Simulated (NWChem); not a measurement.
System: PbIBr, singlet; SMILES [Br][Pb][I]

Output (shortened):

```
             Northwest Computational Chemistry Package (NWChem) 7.3.0
             --------------------------------------------------------

                             Geometry "geometry" -> ""
                             -------------------------

 Output coordinates in angstroms (scale by  1.889725989 to convert to a.u.)

  No.       Tag          Charge          X              Y              Z
 ---- ---------------- ---------- -------------- -------------- --------------
    1 Pb                  82.0000     0.84225000     0.42719400     0.00000000
    2 Br                  35.0000    -1.17333900     2.11821500     0.00000000
    3 I                   53.0000    -0.50542600    -2.05846100     0.00000000

 Effective nuclear repulsion energy (a.u.)    1622.6970650020

                                 NWChem DFT Module
                                 -----------------

 Summary of "ao basis" -> "ao basis" (spherical)
 ------------------------------------------------------------------------------
       Tag                 Description            Shells   Functions and Types
 ---------------- ------------------------------  ------  ---------------------
 Pb                        def2-svpd                12       32   5s4p3d
 Br                        def2-svpd                15       41   6s5p4d
 I                         def2-svpd                13       35   5s5p3d

            General Information
            -------------------
          SCF calculation type: DFT
          Wavefunction type:  closed shell.
          No. of atoms     :     3
          No. of electrons :    82
           Alpha electrons :    41
            Beta electrons :    41
          Charge           :     0
          Spin multiplicity:     1
          Use of symmetry is: off; symmetry adaption is: off
          Maximum number of iterations: 150
          AO basis - number of functions:   108
                     number of shells:    40
          Convergence on energy requested:  1.00D-06
          Convergence on density requested:  1.00D-05
          Convergence on gradient requested:  5.00D-04

              XC Information
              --------------
                         B3LYP Method XC Potential
                     Hartree-Fock (Exact) Exchange  0.200
                        Slater Exchange Functional  0.800 local
                    Becke 1988 Exchange Functional  0.720 non-local
              Lee-Yang-Parr Correlation Functional  0.810
                  VWN I RPA Correlation Functional  0.190 local

             Grid Information
             ----------------
          Grid used for XC integration:  medium
          Radial quadrature: Mura-Knowles
          Angular quadrature: Lebedev.
          Tag              B.-S. Rad. Rad. Pts. Rad. Cut. Ang. Pts.
          ---              ---------- --------- --------- ---------
          Pb                  1.80      123          14.0       590
          Br                  1.15      112          15.0       590
          I                   1.40      123          15.0       590
          Grid pruning is: on
          Number of quadrature shells:   358
          Spatial weights used:  Erf1

      Superposition of Atomic Density Guess
      -------------------------------------

 Sum of atomic energies:       -3138.57478042

      Non-variational initial energy
      ------------------------------

 Total energy =   -3060.641653
 1-e energy   =   -5168.572107
 2-e energy   =    1740.654136
 HOMO         =      -0.299619
 LUMO         =      -0.053204

   convergence    iter        energy       DeltaE   RMS-Dens  Diis-err
 ---------------- ----- ----------------- --------- --------- ---------
 d= 0,ls=0.0,diis     1  -3064.6521727774 -3.43D+03  2.16D-02  4.73D-01
 d= 0,ls=0.0,diis     2  -3064.3948954287  2.57D-01  1.34D-02  1.76D+00
 d= 0,ls=0.0,diis     3  -3064.7296383942 -3.35D-01  2.17D-03  1.76D-02
 d= 0,ls=0.0,diis     4  -3064.7329123320 -3.27D-03  7.53D-04  3.40D-03
 d= 0,ls=0.0,diis     5  -3064.7334220528 -5.10D-04  2.60D-04  3.42D-04
  Resetting Diis
 d= 0,ls=0.0,diis     6  -3064.7334819973 -5.99D-05  6.64D-05  3.77D-05
 d= 0,ls=0.0,diis     7  -3064.7334894371 -7.44D-06  2.07D-05  9.15D-07
 d= 0,ls=0.0,diis     8  -3064.7334894035  3.36D-08  1.18D-05  1.05D-06
 d= 0,ls=0.0,diis     9  -3064.7334895962 -1.93D-07  2.12D-06  3.24D-08

         Total DFT energy =    -3064.733489596207
      One electron energy =    -5170.077087035798
           Coulomb energy =     1867.897399148082
    Exchange-Corr. energy =     -129.830119976716
 Nuclear repulsion energy =      367.276318268225

 Numeric. integr. density =       82.000000208049

                       DFT Final Molecular Orbital Analysis
                       ------------------------------------

[...]

 DFT Linear Response polarizability / au
 Frequency  =       0.0000000 / au
              X              Y              Z
 -----------------------------------------------
 X     105.4845829     -0.0994204     -0.0000006
 Y      -0.0994275    151.3098859     -0.0000003
 Z      -0.0000006     -0.0000003     75.1367460
 -----------------------------------------------
 Eigenvalues =     105.4843672    151.3101016     75.1367460
 Isotropic   =     110.6437382
 Anisotropic =      66.4204643
 -----------------------------------------------

 Magnetic Dipole Response Matrix (nonzero elements):

 Exiting AOResponse driver routine
```

Level: B3LYP/def2-SVPD with def2 effective core potentials on I, Pb. Low-valent species are run as closed-shell singlets; no triplet was tried in these runs. Geometry: optimised at PBE0/def2-SVP. Not confirmed as a minimum by frequencies. def2 effective core potentials on I, Pb; no spin-orbit coupling.

Question: Write an input that gives this output.

Answer: Several could match; the one computed here: the input that was run:
```
start job
memory heap 200 mb stack 900 mb global 1100 mb
geometry units angstroms noautosym nocenter noautoz
  Pb     0.842250     0.427194     0.000000
  Br    -1.173339     2.118215     0.000000
  I     -0.505426    -2.058461     0.000000
end
basis spherical
  * library def2-svpd
end
ecp
  I library def2-ecp
  Pb library def2-ecp
end
dft
  xc b3lyp
  iterations 150
end
property
  response 1 0.0
end
task dft property
```
